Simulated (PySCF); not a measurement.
How methods differ on the ionisation energy of Pm⁵⁴⁺

Pm⁵⁴⁺ [He] 2s2 2p3 (4S) → Pm⁵⁵⁺ [He] 2s2 2p2 (3P), as a difference of total energies. All numbers are calculated (PySCF 2.14, the spin-free X2C one-electron Hamiltonian (Gaussian nucleus), in an uncontracted even-tempered set (19 s from 31 bohr⁻², ratio 2.2; 12 p from 40 bohr⁻², ratio 2.2; 5 d from 150 bohr⁻², ratio 2.4; 5 f from 230 bohr⁻², ratio 2.4; 4 g from 340 bohr⁻², ratio 2.4)). Correlated levels: nothing frozen; virtual orbitals above 40 to 60 times the deepest correlated orbital energy dropped. The calculations carry no spin-orbit coupling.

```csv
method,ionisation energy (eV)
UHF,11181.0
LDA,11174.3
PBE,11176.0
PBE0,11177.5
r2SCAN,11181.5
BHandHLYP,11179.7
PBEsol,11174.5
MP2 (all electrons),11180.9
SCS-MP2 (all electrons),11180.4
```

Spin-orbit coupling is strong in these open shells (close to jj coupling). The scalar numbers leave it out and a first-order estimate fails, so it can dominate the gap to the real levels.

For this ion Breit and QED terms and the two-electron picture change, all absent here, outweigh the differences among the correlated methods.

For comparison: 10942 ± 5 eV (theoretical estimate listed by NIST; NIST Atomic Spectra Database, ionization energies).
